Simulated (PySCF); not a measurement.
# Electron correlation in Fe (iron, neutral)

[Ar] 3d6 4s1 4p1, one real determinant (an excited configuration). Calculation: PySCF 2.14, in x2c-TZVPPall (6s5p4d2f1g, 64 functions); scalar relativity by spin-free X2C-1e. Frozen: [Ne]; 16 electrons correlated.

```json
{"level": "CCSD", "correlation energy (mhartree)": "-475.59"}
{"level": "(T)", "correlation energy (mhartree)": "-10.54"}
{"level": "CCSD(T)", "correlation energy (mhartree)": "-486.13"}
```

Diagnostics: T1 = 0.012, D1 = 0.0421, largest double amplitude 0.040.

The real determinant used has ⟨L²⟩ near 8 against 12 for a pure F term, so it mixes terms.

Cost of the coupled-cluster step: of the order of 40 core-seconds, for 16 correlated electrons.

The basis was made for the ground configuration and has no added diffuse functions, which can raise the energy of the promoted electron.

The reference is one real determinant that mixes LS terms of this configuration.

This basis was not built for core-valence correlation, so the inner-shell part is incomplete.
